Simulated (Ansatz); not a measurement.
The same path of AlH6NO2 (10 atoms, charge 0, multiplicity 1) was run twice with different band settings. Lost on the way: Al1–H2, N7–H10. Made: H2–H10.

Method: RHF/def2-SVP in Ansatz.

Relaxed end points:

```xyz
10
Properties=species:S:1:pos:R:3
Al -0.012 -0.051 0.273
H -0.209 -0.950 1.573
O 1.558 0.016 -0.439
H 1.941 -0.584 -1.053
O -1.374 0.106 -0.772
H -2.076 -0.507 -0.896
N 0.071 1.876 0.938
H 0.982 2.227 0.686
H -0.629 2.408 0.442
H -0.067 2.005 1.927
```

```xyz
10
Properties=species:S:1:pos:R:3
Al 0.059 0.548 -0.603
H -0.187 0.331 3.682
O 1.522 -0.196 -0.986
H 1.761 -0.953 -1.487
O -1.437 -0.005 -1.148
H -1.719 -0.732 -1.670
N 0.096 1.979 0.417
H 0.929 2.405 0.773
H -0.709 2.510 0.686
H -0.129 0.660 3.013
```

Common settings: movable images 7; climbing image yes; spring 5.0 eV/Å²; optimiser quadratic models (default); force threshold 0.05 eV/Å; iteration limit 60; end points relaxed.

| run | start path |
| --- | --- |
| 1 | through a guess of the saddle point |
| 2 | straight line |

(1) What does each run give, and how far can it be trusted?

Answers

(1) Run 1: converged after 21 iterations, highest image 1.977 eV above the first end. Neighbouring images differ by up to 1.4 eV, so the band resolves the path poorly. A vibrational analysis at the climbing image gives one clearly imaginary mode, 1694i cm⁻¹: a first-order saddle point.
Run 2: converged after 14 iterations, highest image 1.977 eV above the first end. Neighbouring images differ by up to 1.5 eV, so the band resolves the path poorly. Another band between the same ends (7 images) ends at a top of the same energy, where a vibrational analysis finds 1 clearly imaginary mode.
The orbitals stay closed-shell, which can raise the energy where a bond breaks towards radicals; this wasn't checked here.
